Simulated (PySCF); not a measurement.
# Spinor energies of Si(2+) (silicon, charge +2)

Start: [Ne] 3s1 3p1; 3s1/2 filled at m_j = +1/2; 3p3/2 filled at m_j = +3/2. Calculated with PySCF 2.14 in x2c-TZVPall-2c with one added diffuse shell each of s, p type (6s7p2d1f, 44 functions): generalised Hartree-Fock with the X2C-1e Hamiltonian and a Gaussian nucleus; one run each with spin-orbit coupling (SO) switched off, then screened by Boettger's factors. This is a chosen level, not necessarily the ground level.

```csv
spinor shell,electrons,"ε, spin-free (eV)","ε, screened SO (eV)",weight of nominal j (screened SO),"rms radius, screened SO (bohr)"
1s1/2,2,-1900.0,-1900.0,1.000,0.129
2s1/2,2,-190.64,-190.64,1.000,0.612
2p1/2,2,-138.36,-138.80,0.867,0.597
3s1/2,1,-35.570,-35.572,0.999,2.09
3p3/2,1,-26.769,-26.752,1.000,2.37
```

(1) Where does 2p3/2 lie, and what is the 2p spin-orbit splitting (screened SO)?

```json
{"quantity": "E (hartree)", "spin-free": "-288.39401", "screened SO": "-288.39363"}
{"quantity": "M_J", "spin-free": "2", "screened SO": "2"}
{"quantity": "⟨J²⟩", "spin-free": "6.005", "screened SO": "6.005"}
{"quantity": "⟨L²⟩", "spin-free": "2.005", "screened SO": "2.005"}
{"quantity": "⟨S²⟩", "spin-free": "2.000", "screened SO": "2.000"}
```

Each row is a mean over spinors that exchange with the open shell spreads, by up to 1.427 eV (2p3/2).

Rows whose weight is well below 1 are mixtures of j = l ± 1/2: exchange outweighs spin-orbit coupling there, and the label is only the starting occupation.

Without spin-orbit coupling the j labels of p, d and f shells carry no meaning; the spin-free column gives the mean over the occupied spinors of each nl shell.

Answers

(1) At -138.15 eV, 0.653 eV above 2p1/2.
